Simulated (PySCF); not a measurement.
Working out the ionisation energy of Fe²⁺

Fe²⁺ [Ar] 3d6 (5D) → Fe³⁺ [Ar] 3d5 (6S). Calculation: PySCF 2.14, in aug-cc-pVTZ; the non-relativistic Hamiltonian (point nucleus). Frozen: [Ar]. Energies in hartree (1 hartree = 27.21139 eV):

```tsv
part	Fe²⁺ (lower)	Fe³⁺ (upper)
UHF	-1261.664517	-1260.615929
CCSD correlation	-0.127769	-0.070623
(T)	-0.002171	-0.000457
```

**Question.** What does Hartree-Fock give?

**Answer.** (-1260.615929) − (-1261.664517) = 1.048588 hartree = 28.534 eV.

**Question.** What do CCSD and CCSD(T) give?

**Answer.** The CCSD correlation energies differ by 0.057146 hartree = 1.555 eV and the triples by 0.001714 hartree = 0.047 eV, so CCSD gives 30.089 eV and CCSD(T) 30.136 eV.

Reference: 30.651 ± 0.012 eV (measured; NIST Atomic Spectra Database, ionization energies), between the lowest levels; spin-orbit coupling is absent from the calculation.

The calculation is non-relativistic.

What remains against the reference includes basis incompleteness, the frozen core and higher excitations.
